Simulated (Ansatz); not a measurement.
A further run on `CCOCOCOCOCOCOC`.

```yaml
crystal:
  periodic: [false, false, false]
  atoms:
    - {symbol: C, position_ang: [4.820331, 0.950415, -0.613240]}
    - {symbol: C, position_ang: [3.477783, 0.233134, -0.691217]}
    - {symbol: O, position_ang: [3.515939, -1.059783, -0.075632]}
    - {symbol: C, position_ang: [3.350355, -1.108625, 1.308376]}
    - {symbol: O, position_ang: [2.035173, -1.441309, 1.733958]}
    - {symbol: C, position_ang: [1.142756, -0.385880, 1.952205]}
    - {symbol: O, position_ang: [0.666664, 0.227518, 0.764186]}
    - {symbol: C, position_ang: [-0.130514, -0.630384, -0.033003]}
    - {symbol: O, position_ang: [-1.401263, -0.864506, 0.538253]}
    - {symbol: C, position_ang: [-2.267978, 0.251050, 0.459057]}
    - {symbol: O, position_ang: [-2.723217, 0.486585, -0.856558]}
    - {symbol: C, position_ang: [-3.691232, -0.458784, -1.290795]}
    - {symbol: O, position_ang: [-4.938252, -0.286559, -0.685223]}
    - {symbol: C, position_ang: [-5.593366, 0.911804, -1.066179]}
    - {symbol: H, position_ang: [5.103129, 1.181188, 0.434997]}
    - {symbol: H, position_ang: [5.625151, 0.328667, -1.054925]}
    - {symbol: H, position_ang: [4.779486, 1.912454, -1.164486]}
    - {symbol: H, position_ang: [3.208272, 0.043202, -1.751396]}
    - {symbol: H, position_ang: [2.657229, 0.846799, -0.258657]}
    - {symbol: H, position_ang: [3.984064, -1.940810, 1.678247]}
    - {symbol: H, position_ang: [3.663701, -0.151019, 1.798567]}
    - {symbol: H, position_ang: [0.295639, -0.821850, 2.523565]}
    - {symbol: H, position_ang: [1.618915, 0.440921, 2.528882]}
    - {symbol: H, position_ang: [0.350818, -1.623785, -0.140301]}
    - {symbol: H, position_ang: [-0.220820, -0.125453, -1.017410]}
    - {symbol: H, position_ang: [-1.749102, 1.181358, 0.772979]}
    - {symbol: H, position_ang: [-3.114680, 0.023549, 1.140379]}
    - {symbol: H, position_ang: [-3.367892, -1.492075, -1.041821]}
    - {symbol: H, position_ang: [-3.746752, -0.324174, -2.396675]}
    - {symbol: H, position_ang: [-4.998268, 1.813871, -0.802077]}
    - {symbol: H, position_ang: [-6.560493, 0.945566, -0.529354]}
    - {symbol: H, position_ang: [-5.791599, 0.936916, -2.164732]}
basis:
  gaussian: {orbitals: def2-SVP}
magnetization: {spin_polarized: true, initial_magnetization: 0}
hamiltonian: {xc: {name: PBE-QIDH}}
scf: {omitted_lower_state_checks: [starts]}
```

```sh
$ ansatz run in.yaml --threads 4 --pin off --events-out ev --progress --plain --max-ram 9574MiB
```

Output, abridged:

```
Functional definition: PBE-QIDH
2888 factors; integrals over basis functions are off by at most 1.3e-3 eV
mean field evaluation 1: about -20794.1735 eV, gradient 3.8e1 eV
mean field evaluation 2: about -20794.1912 eV, gradient 3.8e1 eV
mean field evaluation 4: about -20800.2562 eV, gradient 4.0e0 eV
mean field evaluation 8: about -20800.3243 eV, gradient 6.8e-2 eV
mean field evaluation 16: about -20800.3243 eV, gradient 4.1e-5 eV
mean field -20800.32430946 eV, -764.3978194064 hartree, gradient 5.1e-6 eV, S^2 0.000000; 0 other end points of the search recorded, 0 dependent functions left out
14 core orbitals not correlated: weight in the atoms' cores, before any rotation towards them, 1.000 or more for the frozen orbitals, at most 0.000 for the correlated occupied ones
reference -20800.32432963 eV, -764.3978201476 hartree; 43, 43 occupied and 229, 229 virtual orbitals, 2888 factors
second order -68.29619236 eV of doubles, -0.00000000 eV of singles
Total energy: -20823.08972708 eV, -765.2344330730 hartree
Checks for a lower state left out: starts
```

It took 40 s on 4 threads of AMD EPYC 7R43 on a shared host, peak host memory 1.8 GiB.

Correlated methods freeze 14 core orbitals.
